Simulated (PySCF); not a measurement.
Correlation energy of Sc(17+) (scandium, charge +17)

Starting occupation: [He] 2s2. Calculation: PySCF 2.14, in an even-tempered Gaussian basis (17 s from 3.8 bohr⁻², ratio 2.4; 11 p from 4.9 bohr⁻², ratio 2.4; 5 d from 16 bohr⁻², ratio 2.6; 4 f from 24 bohr⁻², ratio 2.6); X2C-1e with screened-nucleus spin-orbit coupling, Gaussian nucleus. Frozen: nothing; 4 electrons correlated; the 34 highest virtual spinors left out.

MP2 pair energies summed by pair of shells (mhartree):

```tsv
pair	energy	share (%)
2s1/2-2s1/2	-137.41	70.5
1s1/2-1s1/2	-42.23	21.7
1s1/2-2s1/2	-15.14	7.8
```

Total MP2 correlation energy: -194.78 mhartree.

MP2 falls well short for the outer s pair, which is nearly degenerate with np².
